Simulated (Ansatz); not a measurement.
Harmonic frequencies (cm⁻¹) at PBE0-D4/def2-TZVP from Ansatz: 118, 139, 178, 207, 251, 298, 400, 534, 588, 673, 691, 891, 2713, 2718, 3973.

Each molecule was computed in one conformer, which needn't be the lowest.

Q: Which molecule is it?
A. `[CH3][AlH][SH]`
B. `[SH][Al]([SH])[Cl]`
C. `[CH3][Al]([SH])[Br]`
D. `[OH][Al]([SH])[SH]`

A: D.
